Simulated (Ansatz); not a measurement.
This geometry of AlBrClH3 (6 atoms, charge 0, multiplicity 1) is a first-order saddle point.

Level of theory: Ansatz 0.2.0, RKS PBE0/def2-SVP.

```xyz
6
Properties=species:S:1:pos:R:3
Al 0.014 -0.243 0.047
Cl 0.010 0.147 2.317
H 1.421 0.115 -0.572
H -1.416 0.033 -0.561
Br 0.089 -2.638 0.815
H 0.058 -1.442 1.970
```

(1) Which two structures does it join? (They come from a converged band through this point; their orientation in space is the band's.)

(2) How far does it lie above each of them?

Results:

(1) Bonds broken: Br5–H6. Bonds formed: Cl2–H6.

Image 0:

```xyz
6
Properties=species:S:1:pos:R:3
Al 0.006 0.030 0.105
Cl -0.003 0.569 2.186
H 1.404 0.111 -0.629
H -1.401 0.021 -0.618
Br 0.093 -2.680 0.836
H 0.078 -2.079 2.137
```

Image 6:

```xyz
6
Properties=species:S:1:pos:R:3
Al 0.020 -0.468 -0.159
Cl 0.012 0.091 2.409
H 1.404 0.185 -0.554
H -1.405 0.097 -0.544
Br 0.093 -2.723 0.372
H 0.053 -1.210 2.493
```

(2) 2.8 kcal/mol above the first and 3.5 kcal/mol above the second. This is the barrier of this one path; another mechanism may lie lower. The orbitals stay closed-shell, which can raise the energy where a bond breaks towards radicals; this wasn't checked here.

The run took 100 s on 1 thread of Arm Neoverse V2, on a shared host, peak memory 0.17 GiB.
